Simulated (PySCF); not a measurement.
SMILES SB(O)O, singlet (B3LYP/def2-SVP optimised geometry):

```
7

B     -0.452     0.199     0.000
O     -1.245     1.310     0.000
H     -0.781     2.155    -0.001
O      0.915     0.199     0.000
H      1.330     1.071     0.001
S     -1.330    -1.409     0.000
H     -0.203    -2.155     0.001
```

Computed with PySCF with B3LYP/def2-TZVP.

Task: What are the frontier orbital energies and the dipole moment?

Result: HOMO-2 -9.46 eV, HOMO-1 -9.08 eV, HOMO -7.09 eV, LUMO -0.37 eV, LUMO+1 0.70 eV; dipole moment 3.43 D.

Meta-Löwdin charges at B3LYP/def2-TZVP: B1 0.37, O2 -0.52, H3 0.34, O4 -0.53, H5 0.34, S6 -0.11, H7 0.10.
